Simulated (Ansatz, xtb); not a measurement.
Relaxing a trial structure of F2H2NOSi+

The starting geometry of this gas-phase singlet has its atoms placed at random.

```yaml
atoms:
  - { symbol: F, position_ang: [-0.1646, 0.8988, -0.7597] }
  - { symbol: F, position_ang: [0.4474, -0.2668, 0.3287] }
  - { symbol: N, position_ang: [-0.1323, -0.2130, 1.6975] }
  - { symbol: O, position_ang: [-0.7122, 0.9469, 0.8728] }
  - { symbol: Si, position_ang: [-1.3382, -1.7507, 0.4734] }
  - { symbol: H, position_ang: [0.4941, -0.0836, -0.4026] }
  - { symbol: H, position_ang: [0.5143, 0.5878, -1.4636] }
```

Question: One run relaxed it with r2SCAN-D4/def2-SVP. What is a likely outcome?

Answer: It falls apart into FHNOSi + FH (formulas without charges). Distances that change by over a tenth: F2–N3 (1.49 → 2.61 Å), F2–Si5 (2.33 → 1.93 Å), F2–H6 (0.76 → 1.03 Å), N3–O4 (1.54 → 1.23 Å). Contacts that close: N3–Si5 (2.31 → 1.93 Å), O4–Si5 (2.80 → 1.93 Å).

The energy falls by 16.85 eV over 27 steps:

| step | E − E(last) (eV) |
| --- | --- |
| 1 | 16.851 |
| 4 | 2.008 |
| 7 | 0.226 |
| 10 | 0.070 |
| 13 | 0.037 |
| 15 | 0.021 |
| 18 | 0.007 |
| 21 | 0.002 |
| 24 | 0.000 |
| 27 | 0.000 |

Final geometry (Å):

```xyz
7

F     0.4590    0.5049   -2.0669
F     0.2487   -0.0429    0.2104
N    -0.5572   -0.5190    2.6429
O    -1.4858    0.1514    2.2063
Si   -1.0764   -1.2413    0.9327
H     0.3723    0.2151   -0.7772
H     1.1480    1.0513   -2.4017
```

From the same start GFN2-xTB ends elsewhere, in pieces: FHNOSi + FH.

From so rough a start the end depends on the optimiser's path, so another program may land elsewhere. The end wasn't checked by frequencies. Run with Ansatz 0.2.0, 120 s on 1 thread of Intel(R) Xeon(R) Platinum 8259CL CPU @ 2.50GHz (Skylake/Cascade Lake), with other jobs on the host.
